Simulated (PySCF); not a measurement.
Mayer bond orders and bond lengths

Species: CH6OSSi.
Numbering: `[CH3:1][S:2][SiH2:3][OH:4]` (hydrogens: H5, H6, H7 on C1; H8, H9 on Si3; H10 on O4)

Cartesian coordinates in Å at the PBE0-D3(BJ)/def2-SVP level; atoms count from 1:
```xyz
10
CH6OSSi angstrom
C     -1.7730    0.5306   -0.0442
S     -0.3661    0.5480   -1.2034
Si     1.0811   -0.5526   -0.0643
O      2.5951    0.0611   -0.3554
H     -2.1531   -0.4870    0.1195
H     -1.5070    0.9860    0.9198
H     -2.5681    1.1264   -0.5122
H      0.6459   -0.4356    1.3648
H      1.1777   -1.9877   -0.4407
H      2.6859    1.0154   -0.2718
```

Bond orders from the PBE0/pcSseg-1 density (PySCF). Isolated species at its PBE0-D3(BJ)/def2-SVP geometry (one conformer only).

Question: Where do the orders between heavy atoms depart from those drawn in the SMILES?

Answer: The largest departure is 0.048, at S2–Si3 (drawn single, 0.952).

Question: Set the Mayer orders of the bonds beside their lengths.

Answer: 
| bond | drawn as | length (Å) | Mayer order |
| --- | --- | --- | --- |
| C1–S2 | single | 1.823 | 0.993 |
| S2–Si3 | single | 2.146 | 0.952 |
| Si3–O4 | single | 1.659 | 1.029 |
| C1–H5 | single | 1.099 | 0.949 |
| C1–H6 | single | 1.099 | 0.948 |
| C1–H7 | single | 1.098 | 0.956 |
| Si3–H8 | single | 1.498 | 0.883 |
| Si3–H9 | single | 1.487 | 0.907 |
| O4–H10 | single | 0.962 | 0.930 |

Question: Sum the orders of all bonds at each heavy atom with more than one neighbour and set the sums beside the valence in the SMILES.

Answer: C1 3.846 (drawn 4), S2 1.945 (drawn 2), Si3 3.771 (drawn 4), O4 1.959 (drawn 2). Orders between atoms that aren't bonded are not in these sums.

For a closed shell the Mayer order of atoms A and B is Σ (PS)μν (PS)νμ over the basis functions μ on A and ν on B, with P the density and S the overlap matrix.
